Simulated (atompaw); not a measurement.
What one change does to a pseudopotential (vanadium, PAW (atompaw))

| Quantity | Value |
| --- | --- |
| Element | vanadium (V) |
| Generator | atompaw 4.2.0.5 |
| Type | PAW |
| Functional | PBEsol |
| Relativity | scalar-relativistic |
| Frozen core | [Ne] |
| Valence charge | 13 |
| Reference configuration | 3s2 3p6 3d3 4s2 4p0 |
| Partial waves | 3s (bound): rc 1.40 bohr; 4s (bound): rc 2.50 bohr; 3p (bound): rc 1.10 bohr; 4p (bound, empty): rc 2.50 bohr; 3d (bound): rc 2.50 bohr; 3d channel at 0.1 Ry: rc 2.50 bohr |
| Local potential | troulliermartins scheme with l = 3 at 1 Ry, radius 1.75 bohr |
| Core correction | smooth core density matched at 1.40 bohr |
| Augmentation charge | gaussian compensation charge, radius 2.10 bohr; PAW radius 2.50 bohr; waves and projectors: modrrkj vanderbiltortho |

Change: augmentation gaussian compensation charge, radius 2.10 bohr; PAW radius 2.50 bohr; waves and projectors: custom rrkj gramschmidtortho.

Cutoffs: the cutoffs (Ry, on a coarse ladder) from which the occupation-weighted sum of valence levels, in a spherical-Bessel basis at the reference potential, stays within 10 and 1 mRy of its value at 400 Ry; they do not see the model core or the augmentation charge, which bear on the density cutoff.

Q: What does the change do?

A: The potential gets harder (50 Ry and 90 Ry → 70 Ry and 110 Ry); the range in which the s phases agree narrows (upper end 3.5 → 2.4); neither file shows a bound ghost.

```csv
quantity,base,changed
"cutoff, loose",50 Ry,70 Ry
"cutoff, tight",90 Ry,110 Ry
loose cutoff by channel (10 mRy a level),"s 18 Ry, p 40 Ry, d 12 Ry","s 25 Ry, p 50 Ry, d 12 Ry"
bound ghosts,none,none
s: phases at 2.51 bohr within 0.05 rad from the reference energy up to (Ry; the scan ends near 5),3.5,2.4
p: phases at 2.51 bohr within 0.05 rad from the reference energy up to (Ry; the scan ends near 5),0.6,0.2
d: phases at 2.51 bohr within 0.05 rad from the reference energy up to (Ry; the scan ends near 5),n/a,0.8
lowest overlap eigenvalue by channel,"s 0.68, p 0.34, d 1.00","s 0.36, p 0.48, d 0.18"
```

 The cutoffs see the waves, projectors and local potential, not the compensation charge or the core.
